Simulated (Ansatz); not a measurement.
Basis-set extrapolation for AlH5OS2Si, SMILES `[SiH3][O][Al]([SH])[SH]` (PBE0-D4/def2-TZVP geometry, frozen core, the Gaussian-basis code of Ansatz). Multiplicity 1, RHF reference.

```csv
,def2-TZVPP,def2-QZVPP
HF,-1403.980312,-1404.023172
MP2 correlation,-0.782604,-0.849093
CCSD(T) correlation,-0.876283,not run
```

Energies in hartree. Use E(X) = E(∞) + A·exp(−7.88·√X) for Hartree–Fock and E(X) = E(∞) + B·X^(−2.97) for correlation, with X = 3 and 4, and add CCSD(T) minus MP2 of the smaller set to the MP2 limit.

Q: What is the CCSD(T) energy at the basis-set limit?

A: HF limit: -1404.023172 + (-0.042860) × 0.13774 = -1404.02908. MP2 limit: -0.849093 + (-0.066489) × 0.74074 = -0.89834. Higher-order term: -0.876283 − (-0.782604) = -0.09368. Total: -1405.02110 hartree, 103.2 kcal/mol below CCSD(T)/def2-TZVPP.
